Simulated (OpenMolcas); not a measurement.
# S V: effect of the active space

| Quantity | Value |
| --- | --- |
| Program | OpenMolcas 26.06 |
| Method | SS-CASPT2 or its RAS form, IPEA 0.25 Eh, imaginary shift 0.1 Eh |
| Basis | ANO-RCC |
| Scalar Hamiltonian | DKH2, point nucleus |
| Spin-orbit coupling | state interaction with AMFI integrals over the reference wave functions, term energies averaged over their components |

A. 2 electrons in 8 orbitals (3s 3p 4s 4p); 2S+1 = 3 even, 3 roots; 2S+1 = 1 even, 7 roots; 2S+1 = 3 odd, 3 roots; 2S+1 = 1 odd, 3 roots; closed shells correlated: 2s 2p; CASPT2 step roughly 20 core-seconds
B. 2 electrons in 9 orbitals (RAS2 3s 3p; RAS3 3d, at most 2 electrons); 2S+1 = 3 even, 3 roots; 2S+1 = 1 even, 7 roots; 2S+1 = 3 odd, 3 roots; 2S+1 = 1 odd, 3 roots; closed shells correlated: 2s 2p; CASPT2 step of the order of 23 core-seconds

Energies in cm⁻¹ above 3s² ¹S₀, the measured ground level; measured values from NIST levels in Podobedova, Kelleher and Wiese, J. Phys. Chem. Ref. Data 38, 171 (2009); Martin, Zalubas and Musgrove, J. Phys. Chem. Ref. Data 19, 821 (1990).

```json
{"Level": "3s² ¹S₀", "A": "0.0", "B": "0.0", "Measured": "0.0"}
{"Level": "3s 3p ³P°₀", "A": "83110", "B": "83080", "Measured": "83024"}
{"Level": "3s 3p ³P°₁", "A": "83450", "B": "83410", "Measured": "83394"}
{"Level": "3s 3p ³P°₂", "A": "84130", "B": "84090", "Measured": "84155"}
{"Level": "3s 3p ¹P°₁", "A": "128560", "B": "127550", "Measured": "127151"}
{"Level": "3p² ³P₀", "A": "200720", "B": "200520", "Measured": "199967"}
{"Level": "3p² ¹D₂", "A": "200910", "B": "194430", "Measured": "193739"}
{"Level": "3p² ³P₁", "A": "201080", "B": "200880", "Measured": "200371"}
{"Level": "3p² ³P₂", "A": "202020", "B": "201570", "Measured": "201146"}
```

Deviations, from unrounded energies. A percentage is the sum of absolute deviations over the sum of measured energies, with the sign that they share, or ± where signs differ.

```tsv
Against measurement	Levels	A	B
mean absolute deviation (cm-1)	8	1400	340
other configurations (%)	8	±0.9	±0.2
```

B lies closest to measurement on these levels. The largest miss of B in the table is 3p² ¹D₂, by +690 cm-1. The ranking rests on the paired levels alone, and a cruder setting can come out closer through cancelling errors.

Between A and B the level of the table that moves most is 3p² ¹D₂, by 6500 cm-1 (lowest in B, highest in A). Moves below CASPT2's spread within the term are not significant.

CASPT2 breaks the degeneracy within a term, and the mean is taken; among the terms shown or strongly mixed into the levels shown the widest spread is 260 cm-1 (3p² ¹D, A). Over all roots computed the reference weight is 0.90 to 0.99 in A; the roots of lowest weight are the least certain, and an intruder state may touch them. Some levels mix across a computed gap that differs much from the measured one, so their mixing is not that of the real levels (holds for A). Active for correlation alone: 4p 4s; no level in the range computed is led by a configuration that fills them, so any true level of that kind is missing (holds for A). The ¹D term of p² mixes with s d, which this space lacks (holds for A). The CASPT2 spread within a term exceeds the gap to the next term for 3p² ¹D and 3p² ³P, so the order of their levels is uncertain, and so are names and mixing where such terms share a J (holds for A). Active for correlation alone: 3d; no level in the range computed is led by a configuration that fills it, so any true level of that kind is missing (holds for B). Some terms mix strongly with configurations of 3d, whose occupation reaches 0.25 (3p² ¹D) (holds for B). Computed and measured levels are paired by configuration, term and J; levels that our copy of the source lacks, or whose pairing is in doubt (as where it misses far off the trend of its configuration), stay unpaired and out of the deviations. Levels of configurations outside the active space are missing. Levels that lie high or do not pair safely by name in every column are left out.

° marks odd parity.
